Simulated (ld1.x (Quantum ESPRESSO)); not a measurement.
## Transferability test, TM potential for Kr

ld1.x (Quantum ESPRESSO) 7.5 input, shortened:

```
&input
   title='Kr', zed=36., rel=2, dft='PBESOL', iswitch=3,
   config='[Ar] 3d10 4s2 4p5', rel_dist='average'
 /
 &inputp
   pseudotype=2, tm=.true., lloc=1,
   nlcc=.false.
 /
3
4S  1  0   2.00   0.00  1.15  1.15  0.0
3D  3  2  10.00   0.00  0.95  0.95  0.0
4P  2  1   5.00   0.00  1.30  1.30  0.0
 &test
   configts(1)='3d10 4s2 4p5'
 /
```

Open shells are filled in proportion to 2j + 1 (rel_dist='average').

Energies are relative to the spin-unpolarised reference configuration 3d10 4s2 4p5; without spin polarisation the order of configurations can differ from experiment. The p channel is local and has no spin–orbit splitting in the pseudo-atom.

| valence configuration | charge | ΔE all-electron (eV) | error AE − PS (meV) |
| --- | --- | --- | --- |
| 3d10 4s2 4p6 | 0 | -14.291 | -5.3 |
| 3d10 4s2 4p4 | +2 | 25.185 | +13 |
| 3d10 4s2 4p3 | +3 | 62.284 | +37 |
| 3d10 4s2 4p2 | +4 | 112.137 | +75 |
| 3d9 4s2 4p6 | +1 | 79.556 | -1041 |
| 3d10 4s1 4p6 | +1 | 14.496 | -8.8 |

What are ΔE and the potential's error for 3d10 4s2 4p5.5?

ΔE = -8.434 eV all-electron; the error (AE − PS) is -3.2 meV.

Levels in the configuration 3d10 4s2 4p3:

```
   level  all-electron (eV)  pseudo (eV)
3d j=3/2           -122.479     -122.128
3d j=5/2           -121.169     -120.822
4s j=1/2            -59.111      -59.074
4p j=1/2            -43.947      -43.317
4p j=3/2            -43.048      -43.317
```

ld1.x printed “convergence not achieved” for 6 of the counted tests; their residual had stalled under 1e-8, short of the target of 1e-14.

The potential misses its own reference levels by up to 0.5 eV.
